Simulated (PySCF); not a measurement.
Bonds broken one at a time in the series B Br-SH. All species are isolated molecules in the gas phase. One relaxed conformer stands for each flexible species; it need not be the lowest. Strings in code marks are SMILES.

The four lowest singlet excitations (Tamm–Dancoff). Method: PBE0-D3(BJ)/def2-TZVP in PySCF. Excitations are Tamm–Dancoff values on a coarser integration grid. The basis has no diffuse functions, so Rydberg states are missing or too high.

| state | energy (eV) | wavelength (nm) | oscillator strength |
|---|---|---|---|
| S1 | 5.78 | 215 | 0.000 |
| S2 | 5.94 | 209 | 0.238 |
| S3 | 6.02 | 206 | 0.000 |
| S4 | 6.29 | 197 | 0.152 |

Question: Identify which member gives these states.
(A) `BrB(Br)Br`
(B) `SB(S)S`
(C) `SB(Br)Br` (H–S–B–Br torsion 180°)
(D) `SB(S)Br` (H–S–B–Br torsion 0°, Br–B–S–H torsion -180°)

Answer: D, `SB(S)Br` (H–S–B–Br torsion 0°, Br–B–S–H torsion -180°)
